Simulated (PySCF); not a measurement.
Unknown compound

Molecular formula: C4H12BOPSi. Simulated spectra:

¹H NMR (300 MHz, computed): δ 4.40 (m, 3H), 3.90 (s, 3H), 1.33 (m, 3H), 1.22 (br, 3H).

¹³C{¹H} NMR (computed): δ 167.6 (C), 81.5 (C), 61.2 (CH3), 21.9 (CH3).

PySCF calculation with PBE0-D3(BJ)/def2-SVP structure and KT2/pcSseg-1 with gauge-including orbitals; fast rotation and ring inversion assumed for equivalent nuclei, one computed conformer, isolated molecule, no relativistic terms.

References, each an isolated molecule treated in the same way: ¹H (σ = 31.18 ppm) and ¹³C (σ = 183.22 ppm) against TMS.

Question: Deduce the structure.

Answer: 
4 carbon signals for 4 carbons: no two carbons are equivalent. Carbon types of the structure: 2 × C, 2 × CH3, leaving 6 H on heteroatoms. δC 167.6: alkene carbon bearing oxygen; an sp2 carbon further deshielded by the attached heteroatom. δC 81.5: β carbon of an enol-ether or enamine type C=C; the O or N lone pair pushes π density onto this β carbon and shields it. δC 61.2: methyl carbon bonded to O; deshielded by the electronegative neighbour. δC 21.9: methyl carbon bonded to P. δH 3.90: hydrogen on a methyl carbon bonded to O; its carbon carries O, which withdraws density. δH 1.33: hydrogen on a methyl carbon bonded to P. δH 1.22: hydrogen on a boron bonded to P.

The compound is `[BH3-][P@+]1(C)C([SiH3])=C1OC`.

The shifts were computed for this structure.

Hydrogens on boron are broadened and split by ¹¹B (spin 3/2, 80 %) and 10B (spin 3). Splittings by ³¹P in the carbon and heteronuclear signals aren't shown, as no couplings were computed. Shifts are as computed. Against solution values, carbons near 30 ppm lie about +2 ppm off and those near 130 ppm about -5 ppm. Of 1211 compounds with measured shifts, 218 miss one by over three times the rms of a fit or turn the order of signals round; such compounds aren't used in these exercises. Multiplicities follow the n + 1 count of equivalent neighbours, as no J values were calculated; m marks all less simple cases, F and P coupling included.
